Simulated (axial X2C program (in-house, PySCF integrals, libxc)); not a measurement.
YbO²⁺: the levels of the configuration f12 s0

Computed with an axial X2C code built on PySCF integrals: two-component X2C with atomic mean-field Coulomb and Gaunt terms, basis Yb dyall-v3z, O dyall-v3z (cores contracted in-house). Orbitals come from Hartree–Fock averaged over the configuration Yb f12 s0; CI then distributes these electrons over the f, s shells of Yb.

R = 1.633 Å (near the minimum of the configuration average).

Active spinors (ω > 0):

```
shell    ω  ε (eV)                    character
    f  5/2  -42.30                    100% Yb f
    f  3/2  -41.90                     99% Yb f
    f  7/2  -40.84                    100% Yb f
    f  5/2  -40.70                    100% Yb f
    f  1/2  -40.35             93% Yb f, 4% O p
    f  3/2  -39.76                     95% Yb f
    f  1/2  -38.78    89% Yb f, 5% O p, 4% Yb d
    s  1/2  -12.96  76% Yb s, 12% Yb d, 6% Yb p
```

Lowest levels of this model:

```csv
Ω,energy (cm⁻¹),g∥,configuration
1,0,2.31,100% f12
2,13,4.68,100% f12
0,21,0.00,100% f12
3,240,7.10,100% f12
4,910,9.49,100% f12
5,2391,11.78,100% f12
6,4703,13.99,100% f12
3,6978,6.74,100% f12
2,7820,4.65,100% f12
4,8216,9.33,100% f12
1,8761,2.55,100% f12
0,9099,0.00,100% f12
0,9181,0.00,100% f12
1,9314,1.56,100% f12
2,9686,3.76,100% f12
3,10185,6.05,100% f12
4,11008,8.34,100% f12
5,13622,10.21,100% f12
2,14740,3.60,100% f12
1,14990,1.82,100% f12
0,15341,0.00,100% f12
3,15852,5.96,100% f12
4,17290,7.44,100% f12
```

g∥ is the magnitude of 2⟨Lz + ge Sz⟩ for the +Ω component.

Q: From Ω and g∥ of the lowest level, whose 2⟨Lz + ge Sz⟩ is positive, find ⟨Sz⟩ and ⟨Lz⟩ (ge = 2.0023).

A: Ω = ⟨Lz⟩ + ⟨Sz⟩ = 1 and ⟨Lz⟩ + ge⟨Sz⟩ = 1.155, so ⟨Sz⟩ = 0.15 and ⟨Lz⟩ = 0.85.

Occupations of the active spinors in the lowest level by ω, shell by shell in order of energy: -7/2: 0.99; -5/2: 1.00 0.74; -3/2: 0.89 0.43; -1/2: 0.95 0.95 0.00; 1/2: 0.79 0.53 0.00; 3/2: 0.97 0.77; 5/2: 1.00 0.99; 7/2: 1.00. The leading determinant has weight 0.38 among 192.

This point took 1.5 s on 1 thread of Intel(R) Xeon(R) 6975P-C (Granite Rapids) (shared host).

There is no dynamic correlation: spin–orbit spacings and, for f shells, spacings inside one term are the most reliable numbers, splittings between terms come out too wide, and energies between configurations are not reliable, so the lowest level need not be the ground state of the molecule. At most 4 roots were kept for each Ω > 0 (twice that for Ω = 0) within 2.2 eV of the lowest, so higher up levels can be missing between those listed; levels with Ω > 0 are doubly degenerate and listed once, Ω = 0 levels singly. States that fill the shells left empty in the average are placed too high. Along the bond the averaged SCF switches between close solutions, so this one may not be the lowest.
